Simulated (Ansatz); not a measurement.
Geometry optimisation, RKS PBE-D4/6-31G* in Ansatz 0.2.0.

The input (input.yaml):

```yaml
crystal:
  periodic: [false, false, false]
  atoms:
    - { symbol: Si, position_ang: [0.229232, -0.527523, -0.367718] }
    - { symbol: O, position_ang: [0.170005, -0.10436, 2.484325] }
    - { symbol: Si, position_ang: [-1.303334, -0.107125, 3.309308] }
    - { symbol: H, position_ang: [-2.219829, -1.218539, 2.866989] }
    - { symbol: H, position_ang: [-1.117985, -0.244072, 4.800338] }
    - { symbol: H, position_ang: [-1.939885, 1.217185, 3.029905] }
    - { symbol: F, position_ang: [1.053391, 0.815914, -0.09801] }
    - { symbol: F, position_ang: [-1.31204, -0.429153, 0.072652] }
    - { symbol: F, position_ang: [0.1682, -0.708251, -1.971484] }
    - { symbol: "N", position_ang: [1.045606, -1.91043, 0.406727] }
    - { symbol: H, position_ang: [0.734199, -2.822299, 0.059729] }
    - { symbol: H, position_ang: [2.065205, -1.856041, 0.312138] }
    - { symbol: H, position_ang: [0.582935, -1.006106, 2.420402] }
basis:
  gaussian: { orbitals: "6-31G*" }
hamiltonian:
  xc: pbe
  dispersion: d4
relax:
  f_tol: 0.03
  max_steps: 50
```

Launched with:

```bash
$ ansatz run input.yaml --threads 4 --pin off --max-ram 5120MiB --backend cpu --events-out ev --progress --plain --runs-dir out
```

Where does it end, and by what steps?

The forces met the threshold. The force dipped under the threshold on the way, but the program's further checks kept it going. After 19 steps the energy has fallen by 0.148 eV; H11 moved furthest, 0.94 Å.

```csv
step,energy less start (eV),largest force component (eV/Å),accepted
0,0.0000,0.957,yes
1,-0.0507,0.563,yes
2,-0.0722,0.299,yes
3,-0.0568,0.622,no
4,-0.0957,0.171,yes
5,-0.1034,0.215,yes
6,-0.1107,0.124,yes
7,-0.1017,0.730,no
8,-0.1140,0.077,yes
9,-0.1193,0.105,yes
10,-0.1191,0.319,no
11,-0.1224,0.086,yes
12,-0.1292,0.050,yes
13,-0.1354,0.193,yes
14,-0.1387,0.287,yes
15,-0.1427,0.271,yes
16,-0.1436,0.229,yes
17,-0.1474,0.032,yes
18,-0.1482,0.022,yes
19,-0.1484,0.023,yes
```

```xyz
13
Properties=species:S:1:pos:R:3
Si 0.254 -0.439 -0.629
O 0.443 -0.354 3.146
Si -1.210 -0.363 3.373
H -1.851 -1.596 2.774
H -1.456 -0.372 4.851
H -1.926 0.822 2.783
F 1.342 0.714 -0.836
F -1.120 0.170 -0.083
F -0.057 -1.084 -2.064
N 0.871 -1.537 0.549
H 0.304 -2.362 0.760
H 1.853 -1.806 0.449
H 0.710 -0.693 2.252
```

Whether the end is a true minimum wasn't checked by a vibrational analysis.

Run time: 13 s on 4 threads of AMD EPYC 9R45 96-Core Processor (Zen 5), with other jobs on the host, peak memory 0.2 GiB.
